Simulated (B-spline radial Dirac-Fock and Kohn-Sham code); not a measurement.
# X-ray scattering factor of Br³⁴⁺

System: the Br³⁴⁺ ion, 1s1.

Level of theory: configuration-average Dirac-Fock orbitals; an atomic code on a B-spline grid. f₀ is the Fourier transform of the spherical electron density, S the Waller-Hartree incoherent function, and s = sin θ/λ.

```
s (Å⁻¹)     f₀      S
      0  1.000  0.000
   0.05  1.000  0.000
    0.1  1.000  0.000
   0.15  1.000  0.001
    0.2  0.999  0.001
   0.25  0.999  0.002
    0.3  0.998  0.003
   0.35  0.998  0.004
    0.4  0.997  0.006
   0.45  0.996  0.007
    0.5  0.996  0.009
    0.6  0.994  0.012
    0.7  0.992  0.017
    0.8  0.989  0.022
    0.9  0.986  0.028
      1  0.983  0.034
    1.1  0.979  0.041
    1.2  0.975  0.048
    1.4  0.967  0.065
    1.6  0.957  0.084
    1.8  0.946  0.105
      2  0.934  0.128
    2.5  0.900  0.190
      3  0.861  0.259
    3.5  0.817  0.332
      4  0.772  0.405
      5  0.676  0.543
      6  0.582  0.661
```

f₀ starts at the number of electrons, 1. The sum of ⟨r²⟩ over the electrons is 0.002355 bohr².

Values without a named source are computed, but for edge energies of neutral atoms, which are taken from tables.
